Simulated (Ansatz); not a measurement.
**Correcting a cheap level on molecular compounds of In**

The vertical ionisation energy (cation less neutral) in eV of 8 molecular compounds of In: x at MP2/def2-TZVPP, y at CCSD(T)/def2-TZVPP. Shapes, held fixed at every level: PBE0-D4/def2-TZVP. Flexible molecules stand in one conformer, not always the lowest. Programs: Ansatz 0.2.0.

| molecule | x (eV) | y (eV) |
| --- | --- | --- |
| CH6InN (SMILES C[NH][InH2]) | 8.58 | 8.36 |
| CH8InNOSi (SMILES [CH3][In]([NH2])[O][SiH3]) | 9.60 | 9.40 |
| InH(NH2)(OH) | 9.61 | 9.42 |
| InH(SH)2 | 9.77 | 9.60 |
| CH5FInNO (SMILES C[O][In]([NH2])[F]) | 10.48 | 10.03 |
| InH2(OH) | 11.02 | ? |
| InH(OH)Cl | 11.58 | 11.25 |
| In(CH3)(CN)F | 11.83 | 11.54 |

Question: Fit y = c + s·x to the known rows and predict y for InH2(OH).

Answer: 
1. Means of the 7 rows: x = 10.2071, y = 9.943.
2. Σ(Δx)² = 8.1567, Σ(Δx·Δy) = 7.7775, so the slope is 7.7775/8.1567 = 0.95351.
3. Intercept: 9.943 − (0.95351) × 10.2071 = 0.210. The largest residual of the fit is 0.17.
4. InH2(OH): 0.210 + 0.95351 × 11.02 = 10.72 eV.

CCSD(T)/def2-TZVPP gives 10.76 eV, so the prediction is off by -0.04 eV, within the largest residual. Uncorrected, MP2/def2-TZVPP misses InH2(OH) by +0.26 eV, and the other rows by 0.26 on average. The line removes about 85 % of this miss. Left out in turn, the other rows are missed by 0.08 eV on average, so much of the error is systematic among these molecules. Cations run unrestricted. For atoms past krypton def2 sets carry core potentials with scalar relativity. Outer-core shells of In are correlated, in sets that cover them unevenly.
